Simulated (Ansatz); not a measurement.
Geometry optimisation, RKS revPBE/def2-mTZVP in Ansatz 0.2.0.

Input file:

```yaml
crystal:
  periodic: [false, false, false]
  atoms:
    - { symbol: Sn, position_ang: [0.0, 0.0, 0.0] }
    - { symbol: H, position_ang: [0.0, 0.0, 1.74] }
    - { symbol: H, position_ang: [1.6408, 0.0, -0.5794] }
    - { symbol: C, position_ang: [-1.0126, 1.7544, -0.716] }
    - { symbol: H, position_ang: [-2.0653, 1.5008, -0.9603] }
    - { symbol: H, position_ang: [-0.9943, 2.5391, 0.069] }
    - { symbol: H, position_ang: [-0.5023, 2.131, -1.6269] }
    - { symbol: H, position_ang: [-0.8195, -1.4198, -0.5794] }
basis:
  gaussian: { orbitals: def2-mTZVP }
hamiltonian:
  xc: revpbe
relax:
  f_tol: 0.02
  max_steps: 40
output:
  orbitals: {}
```

Run as:

```bash
$ ansatz run input.yaml --threads 1 --pin off --max-ram 2048MiB --backend cpu --events-out ev --progress --plain --runs-dir out
```

Where does it end, and by what steps?

It converged. The force dipped under the threshold on the way, but the program's further checks kept it going. After 13 steps the energy has fallen by 0.033 eV; H6 moved furthest, 0.46 Å.

```tsv
step	energy less start (eV)	largest force component (eV/Å)	accepted
0	0.0000	0.444	yes
1	-0.0124	0.124	yes
2	-0.0216	0.072	yes
3	-0.0253	0.013	yes
4	-0.0079	0.649	no
5	-0.0271	0.025	yes
6	-0.0289	0.159	yes
7	-0.0308	0.056	yes
8	-0.0321	0.005	yes
9	-0.0312	0.190	no
10	-0.0326	0.035	yes
11	-0.0325	0.132	no
12	-0.0333	0.010	yes
13	-0.0334	0.019	yes
```

```xyz
8
Properties=species:S:1:pos:R:3
Sn 0.004 -0.007 0.003
H -0.226 -0.185 1.711
H 1.704 0.109 -0.312
C -1.021 1.770 -0.723
H -2.102 1.684 -0.543
H -0.647 2.663 -0.203
H -0.851 1.893 -1.802
H -0.613 -1.422 -0.784
```

Run time: 28 s on 1 thread of Arm Neoverse V1 (shared host), peak memory 0.12 GiB.
